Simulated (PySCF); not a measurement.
**A small calculation by hand: entropy of an ideal gas**

HgCl, SMILES [Cl][Hg+], charge +1.

Coordinates come from a B3LYP-D3(BJ)/def2-TZVPD optimisation. The spin state was assumed, not searched. The def2 effective core potentials stand for the cores of Hg; spin–orbit coupling is left out.

PySCF with B3LYP-D3(BJ)/def2-TZVPD gives the harmonic wavenumbers 354 cm⁻¹ and the rotational temperature 0.1561 K. The molar mass is 236.04 g/mol, the symmetry number 1, the spin multiplicity 1.

Task: Work out the entropy at 298.15 K and 1 atm in the rigid-rotor, harmonic-oscillator model.

Result: 
Translation (Sackur–Tetrode at 1 atm): S = R[1.5 ln M + 2.5 ln T − 1.16487] = 176.9 J/(mol K).
Rotation: q = T/(σ θ) = 1910, S = R[ln q + 1] = 71.1 J/(mol K).
Vibration: with u = 1.4388 ν/T, each mode gives R[u/(e^u − 1) − ln(1 − e^−u)]:
```csv
ν (cm⁻¹),modes,u,S (J/(mol K))
354,1,1.71,4.80
```
These are all the modes. Sum 4.8 J/(mol K).
Spin: R ln 1 = 0.0 J/(mol K).
Total 252.8 J/(mol K); the program's own thermochemistry gives 252.8. Translation makes up 70 % and vibration 2 %. Anharmonicity, hindered rotation and orbital degeneracy are left out.
